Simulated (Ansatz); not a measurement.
Wavefunction ladder for CH$_{4}$Cl$_{2}$OSSi, SMILES `CO[Si](S)(Cl)Cl`

```csv
atom,x (Å),y (Å),z (Å)
C1,1.3209,0.3457,-1.0190
O2,0.4794,0.9254,-0.0370
Si3,-0.6206,0.1371,0.8423
S4,-2.1393,-0.5700,-0.4497
Cl5,-1.3076,1.4602,2.2176
Cl6,0.2144,-1.4387,1.8442
H7,0.7373,-0.1748,-1.7833
H8,1.8829,1.1532,-1.4872
H9,2.0192,-0.3590,-0.5606
H10,-2.5867,-1.4791,0.4327
```

Charge 0, multiplicity 1. The geometry is a stationary point of PBE0-D4/def2-TZVP. It is one conformer, not always the lowest. Frozen core, restricted reference, Ansatz 0.2.0. CBS rows extrapolate triple and quadruple zeta; past MP2 they add the triple-zeta difference.

```json
{"basis": "def2-TZVPP", "HF (Eh)": "-1720.80885", "MP2 corr.": "-1.07659", "CCSD corr.": "-1.13871", "(T)": "-0.04861", "CCSD(T) total": "-1721.99617"}
{"basis": "def2-QZVPP", "HF (Eh)": "-1720.86028", "MP2 corr.": "?", "CCSD corr.": "–", "(T)": "–", "CCSD(T) total": "–"}
{"basis": "CBS(def2)", "HF (Eh)": "?", "MP2 corr.": "?", "CCSD corr.": "?", "(T)": "as TZ", "CCSD(T) total": "?"}
```

Problem. Fill in the withheld values. (Estimate.)

Solution. The calculation gave: def2-QZVPP MP2 corr.: -1.17281; CBS(def2) HF (Eh): -1720.86737; CBS(def2) MP2 corr.: -1.24408; CBS(def2) CCSD corr.: -1.30620; CBS(def2) CCSD(T) total: -1722.22218.
